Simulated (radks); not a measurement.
Coulomb parameter of the 4f shell of the holmium ion Ho3+ in the model configuration [Xe] 4f9 6p1, as a second difference U = [E(n + 0.5) + E(n - 0.5) - 2 E(n)] / (0.5)^2 with all orbitals relaxed. "Bare": the charge of the atom changes with n. "Screened": the 6p shell takes up the change at fixed total charge, which measures U(4f,4f) + U(6p,6p) - 2 U(4f,6p). Calculated with a radial shooting solver on a logarithmic mesh with Libxc functionals: scalar-relativistic Kohn-Sham, BLYP, spin-unpolarised, spherical densities, finite nucleus; Fermi nuclear charge, rms radius 5.2022 fm.

case              configuration  E - E(n) (eV)
start              [Xe] 4f9 6p1          0.000
bare +0.5        [Xe] 4f9.5 6p1        -20.830
bare -0.5        [Xe] 4f8.5 6p1         26.004
screened +0.5  [Xe] 4f9.5 6p0.5        -11.918
screened -0.5  [Xe] 4f8.5 6p1.5         14.467

U(bare) = 20.697 eV, U(screened by 6p) = 10.197 eV, against the Slater integral F0(4f,4f) = 33.769 eV with frozen orbitals.
